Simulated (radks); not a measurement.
The numbers below are computed, except where a source is named.
Question: Coherent X-ray form factor from a spherical all-electron density. Level of theory: scalar-relativistic Kohn-Sham, PBEsol, spin-unpolarised, spherical densities, finite nucleus; Fermi nuclear charge, rms radius of each element as measured or else 0.836 A^(1/3) + 0.57 fm (a radial shooting solver on a logarithmic mesh with Libxc functionals).

| sin(theta)/lambda (1/angstrom) | f0 (electrons) |
|---|---|
| 0.05 | 19.479 |
| 0.1 | 18.210 |
| 0.15 | 16.689 |
| 0.2 | 15.180 |
| 0.25 | 13.752 |
| 0.3 | 12.432 |
| 0.4 | 10.233 |
| 0.5 | 8.694 |
| 0.6 | 7.683 |
| 0.8 | 6.448 |
| 1 | 5.485 |
| 1.25 | 4.335 |
| 1.5 | 3.346 |
| 2 | 2.091 |

The species is in the configuration that NIST lists as its ground one. Which atom or ion scatters so?

Answer: The scandium ion Sc+, [Ar] 3d1 4s1. Extrapolating in s^2 from the first two rows gives f0(0) = 19.9, near the electron count 20; among species with that count, the fall with angle is slower the higher Z, and the table is that of Z = 21; from so few rows the species is fixed only to a neighbour or two.
